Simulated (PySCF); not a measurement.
Gas-phase reaction: 6 ZnCH₃ ⇌ 6 ZnH₂ + C₆H₆

Energies from PySCF, thermal terms from the rigid-rotor harmonic-oscillator model, ideal gas at 1 bar. † marks an energy on the PBE0/def2-TZVP geometry and frequencies; other levels use their own. MP2 freezes the core. 6-31G* has spherical d functions here. Open shells (unrestricted): ZnCH₃ (multiplicity 2); the rest are closed-shell singlets. B3LYP is the form with VWN-RPA correlation. Zn: all electrons, no relativistic terms. ZnCH₃, ZnH₂: computed as isolated molecules; such fragments, hydroxides, amides, oligomers or adducts are transient or little studied in the gas. MP2 isn't extrapolated to the basis-set limit.

B3LYP/6-31G* gives ΔH°(298 K) = -136 kJ.

Question: What do MP2/def2-TZVPP†, r2SCAN/def2-TZVP†, B3LYP/def2-TZVP† give?

Answer: MP2/def2-TZVPP†: -299 kJ; r2SCAN/def2-TZVP†: -260 kJ; B3LYP/def2-TZVP†: -251 kJ. For scale, ΔH°(298 K) is -136 kJ at this level, -321 kJ at ωB97M-V/def2-TZVP†, and runs from -1084 to 0 kJ over the 18 levels computed († marks an energy on the PBE0/def2-TZVP geometry).
